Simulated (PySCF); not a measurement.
CH₂FNO₂Si, SMILES O[Si@@H](F)OC#N.

Geometry optimised at B3LYP-D3(BJ)/def2-SVP. The structure was generated by enumeration; whether it is a known compound was not checked. Other conformers were not sampled.

Two levels are set side by side: TDDFT-PBE/def2-SVPD (PySCF) and TDDFT-PBE0/def2-SVPD (PySCF). Vertical, same geometry. The lowest singlet is HOMO→LUMO 99 % with PBE and HOMO→LUMO+1 49 %, HOMO→LUMO 49 % with the other functional; states are paired by order. Differences are taken from unrounded values.

```
quantity                              TDDFT-PBE0
------------------------------------  ----------
lowest singlet excitation (eV)              7.46
lowest triplet excitation (TDA) (eV)        6.54
```

Q: What does TDDFT-PBE give, and how far is it from TDDFT-PBE0? (An estimate is asked for; the answer gives what the named calculation found.)

A: 
| quantity | TDDFT-PBE | TDDFT-PBE minus TDDFT-PBE0 |
|---|---|---|
| lowest singlet excitation (eV) | 6.34 | -1.12 |
| lowest triplet excitation (TDA) (eV) | 6.25 | -0.29 |

Functionals without exact exchange tend to place singlet excitations lower, as here. Differences between two approximate levels are no errors against the true value.

Rough cost on one machine, each run with all the roots and properties that it gave: TDDFT-PBE0 against TDDFT-PBE about 3 times.
